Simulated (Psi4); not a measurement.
Psi4 input (wB97X-D/6-31G*):

```
memory 1500 MB

molecule {
0 2
B    -0.85573650   -0.00493450   -0.02237294
N     0.51584742   -0.10079013    0.00863416
H    -1.47797506    1.01043132    0.00900960
H     1.13550828    0.69831676    0.06203764
H     1.01021735   -0.97854462   -0.01962167
symmetry c1
no_reorient
no_com
}

set {
  basis 6-31G*
  reference uks
  scf_type pk
  dft_radial_points 99
  dft_spherical_points 590
  e_convergence 1e-8
  d_convergence 1e-7
  maxiter 150
}

e = energy('wb97x-d')
print_out(f'\nFINAL {e:.10f} DIPOLE {variable("CURRENT DIPOLE")[0]:.6f} {variable("CURRENT DIPOLE")[1]:.6f} {variable("CURRENT DIPOLE")[2]:.6f}\n')
```

Output:

```
   => Loading Basis Set <=

    Name: 6-31G*
    Role: ORBITAL
    Keyword: BASIS
    atoms 1   entry B          line    94 file 6-31gs.gbs
    atoms 2   entry N          line   128 file 6-31gs.gbs
    atoms 3-5 entry H          line    44 file 6-31gs.gbs

   => WB97X-D: Empirical Dispersion <=

    Chai and Head-Gordon Dispersion Correction
    Chai, J.-D.; Head-Gordon, M. (2010), J. Chem. Phys., 132: 6615-6620

        s6 =       1.000000

         ---------------------------------------------------------
                                   SCF
               by Justin Turney, Rob Parrish, Andy Simmonett
                          and Daniel G. A. Smith
                              UKS Reference
         ---------------------------------------------------------

  ==> Geometry <==

    Molecular point group: c1
    Full point group: C1

    Geometry (in Angstrom), charge = 0, multiplicity = 2:

       Center              X                  Y                   Z               Mass
    ------------   -----------------  -----------------  -----------------  -----------------
         B           -0.855736500000    -0.004934500000    -0.022372940000    11.009305360000
         N            0.515847420000    -0.100790130000     0.008634160000    14.003074004430
         H           -1.477975060000     1.010431320000     0.009009600000     1.007825032230
         H            1.135508280000     0.698316760000     0.062037640000     1.007825032230
         H            1.010217350000    -0.978544620000    -0.019621670000     1.007825032230

  Running in c1 symmetry.

  Rotational constants: A =      7.55801  B =      1.00786  C =      0.88928 [cm^-1]
  Rotational constants: A = 226583.48789  B =  30214.99341  C =  26659.88739 [MHz]
  Nuclear repulsion =   27.835290007708775

  Charge       = 0
  Multiplicity = 2
  Electrons    = 15
  Nalpha       = 8
  Nbeta        = 7

  ==> Algorithm <==

  SCF Algorithm Type is PK.
  DIIS enabled.
  MOM disabled.
  Fractional occupation disabled.
  Guess Type is SAD.
  Energy threshold   = 1.00e-08
  Density threshold  = 1.00e-07
  Integral threshold = 1.00e-12

  ==> Primary Basis <==

  Basis Set: 6-31G*
    Blend: 6-31G*
    Number of shells: 18
    Number of basis functions: 36
    Number of Cartesian functions: 36
    Spherical Harmonics?: false
    Max angular momentum: 2

  ==> DFT Potential <==

   => LibXC <=

    Version 7.1.2
    S. Lehtola, C. Steigemann, M. J. T. Oliveira, and M. A. L. Marques,  SoftwareX 7, 1–5 (2018) (10.1016/j.softx.2017.11.002)

   => Composite Functional: WB97X-D <=

    wB97X-D Hyb-GGA Exchange-Correlation Functional

    J.-D. Chai and M. Head-Gordon,  Phys. Chem. Chem. Phys. 10, 6615–6620 (2008) (10.1039/B810189B)

    Deriv               =              1
    GGA                 =           TRUE
    Meta                =          FALSE

    Exchange Hybrid     =           TRUE
    MP2 Hybrid          =          FALSE

   => Exchange-Correlation Functionals <=

    1.0000   wB97X-D range-separated functional

   => Exact (HF) Exchange <=

    0.7780            HF,LR [omega = 0.2000]
    0.2220               HF

   => LibXC Density Thresholds  <==

    XC_HYB_GGA_XC_WB97X_D:  1.00E-14

   => Molecular Quadrature <=

    Radial Scheme          =       TREUTLER
    Pruning Scheme         =           NONE
    Nuclear Scheme         =       TREUTLER

    Blocking Scheme        =         OCTREE
    BS radius alpha        =              1
    Pruning alpha          =              1
    Radial Points          =             99
    Spherical Points       =            590
    Total Points           =         278507
    Total Blocks           =           2063
    Max Points             =            256
    Max Functions          =             36
    Weights Tolerance      =       1.00E-15

  ==> Integral Setup <==

  Using in-core PK algorithm.
   Calculation information:
      Number of atoms:                   5
      Number of AO shells:              18
      Number of primitives:             42
      Number of atomic orbitals:        36
      Number of basis functions:        36

      Integral cutoff                 1.00e-12
      Number of threads:                 1

  Performing in-core PK
  Using 666333 doubles for integral storage.
  We computed 14706 shell quartets total.
  Whereas there are 14706 unique shell quartets.

  Computing range-separated integrals for PK
  We computed 14706 wK shell quartets total.
  Whereas there are 14706 wK unique shell quartets.

  ==> DiskJK: Disk-Based J/K Matrices <==

    J tasked:                  Yes
    K tasked:                  Yes
    wK tasked:                 Yes
    Omega:               2.000E-01
    Schwarz Cutoff:          1E-12


  Cached 100.0% of DFT collocation blocks in 0.279 [GiB].

  Minimum eigenvalue in the overlap matrix is 1.4103643856E-02.
  Reciprocal condition number of the overlap matrix is 2.3364012670E-03.
    Using symmetric orthogonalization.

  ==> Pre-Iterations <==

  SCF Guess: Superposition of Atomic Densities via on-the-fly atomic UHF (no occupation information).

   -------------------------
    Irrep   Nso     Nmo
   -------------------------
     A         36      36
   -------------------------
    Total      36      36
   -------------------------

  ==> Iterations <==

                        Total Energy        Delta E     RMS |[F,P]|

   @UKS iter SAD:   -80.70675865539243   -8.07068e+01   0.00000e+00
   @UKS iter   1:   -81.21287569370214   -5.06117e-01   1.43334e-02 ADIIS/DIIS
   @UKS iter   2:   -81.22649195401726   -1.36163e-02   1.37095e-02 ADIIS/DIIS
   @UKS iter   3:   -81.32702943267074   -1.00537e-01   1.13184e-03 ADIIS/DIIS
   @UKS iter   4:   -81.32790449344169   -8.75061e-04   2.19948e-04 ADIIS/DIIS
   @UKS iter   5:   -81.32796671688128   -6.22234e-05   5.86834e-05 DIIS
   @UKS iter   6:   -81.32797659866144   -9.88178e-06   2.49283e-05 DIIS
   @UKS iter   7:   -81.32797963509927   -3.03644e-06   6.97337e-06 DIIS
   @UKS iter   8:   -81.32797986957297   -2.34474e-07   1.64023e-06 DIIS
   @UKS iter   9:   -81.32797987826382   -8.69085e-09   4.53598e-07 DIIS
   @UKS iter  10:   -81.32797987879786   -5.34044e-10   1.03341e-07 DIIS
   @UKS iter  11:   -81.32797987882691   -2.90470e-11   2.09042e-08 DIIS
  Energy and wave function converged.

  ==> Post-Iterations <==

   Electrons on quadrature grid:
      Nalpha   =    7.9999999249 ; deviation = -7.509e-08
      Nbeta    =    6.9999999494 ; deviation = -5.062e-08
      Ntotal   =   14.9999998743 ; deviation = -1.257e-07

   @Spin Contamination Metric:   3.237019205E-03
   @S^2 Expected:                7.500000000E-01
   @S^2 Observed:                7.532370192E-01
   @S   Expected:                5.000000000E-01
   @S   Observed:                5.000000000E-01

    Orbital Energies [Eh]
    ---------------------

    Alpha Occupied:

       1A    -14.458223     2A     -6.853365     3A     -0.971485
       4A     -0.613737     5A     -0.600963     6A     -0.466881
       7A     -0.384173     8A     -0.251351

    Alpha Virtual:

       9A      0.096782    10A      0.168869    11A      0.221952
      12A      0.301184    13A      0.334515    14A      0.534323
      15A      0.542928    16A      0.556543    17A      0.672907
      18A      0.822867    19A      0.830896    20A      0.914833
      21A      0.990539    22A      1.029653    23A      1.087250
      24A      1.264959    25A      1.317089    26A      1.335035
      27A      1.507237    28A      1.797315    29A      1.853715
      30A      1.908755    31A      2.267844    32A      2.282266
      33A      2.651424    34A      2.666964    35A      3.522364
      36A      3.892482

    Beta Occupied:

       1A    -14.458755     2A     -6.845294     3A     -0.969246
       4A     -0.602471     5A     -0.589784     6A     -0.450207
       7A     -0.383695

    Beta Virtual:

       8A      0.041723     9A      0.118945    10A      0.170921
      11A      0.227181    12A      0.307538    13A      0.348575
      14A      0.542326    15A      0.564553    16A      0.623588
      17A      0.689479    18A      0.828615    19A      0.829902
      20A      0.930207    21A      0.993334    22A      1.040768
      23A      1.105372    24A      1.268022    25A      1.346975
      26A      1.384358    27A      1.547694    28A      1.802854
      29A      1.877286    30A      1.945304    31A      2.280683
      32A      2.284738    33A      2.662402    34A      2.675043
      35A      3.586064    36A      3.892528

    Final Occupation by Irrep:
              A
    DOCC [     7 ]
    SOCC [     1 ]
    NA   [     8 ]
    NB   [     7 ]

  @UKS Final Energy:   -81.32797987882691

   => Energetics <=

    Nuclear Repulsion Energy =             27.8352900077087746
    One-Electron Energy =                -163.8602549637421930
    Two-Electron Energy =                  62.9199735719243520
    DFT Exchange-Correlation Energy =      -8.2225296064312055
    Empirical Dispersion Energy =          -0.0004588882866442
    VV10 Nonlocal Energy =                  0.0000000000000000
    Total Energy =                        -81.3279798788269233

  UHF NO Occupations:
  HONO-2 :    6  A 1.9996925
  HONO-1 :    7  A 1.9988806
  HONO-0 :    8  A 1.0000000
  LUNO+0 :    9  A 0.0011194
  LUNO+1 :   10  A 0.0003075
  LUNO+2 :   11  A 0.0001470
  LUNO+3 :   12  A 0.0000371

Computation Completed

Properties will be evaluated at   0.000000,   0.000000,   0.000000 [a0]

Properties computed using the SCF density matrix

 Multipole Moments:

 ------------------------------------------------------------------------------------
     Multipole            Electronic (a.u.)      Nuclear  (a.u.)        Total (a.u.)
 ------------------------------------------------------------------------------------

 L = 1.  Multiply by 2.5417464519 to convert [e a0] to [Debye]
 Dipole X            :          0.9086508            0.0000000            0.9086508
 Dipole Y            :          0.0472615            0.0000001            0.0472616
 Dipole Z            :          0.0257215           -0.0000000            0.0257215
 Magnitude           :                                                    0.9102426

 ------------------------------------------------------------------------------------

FINAL -81.3279798788 DIPOLE 0.908651 0.047262 0.025722

*** Psi4 exiting successfully. Buy a developer a beer!
```

The geometry given is a B3LYP-D3(BJ)/def2-TZVP minimum.
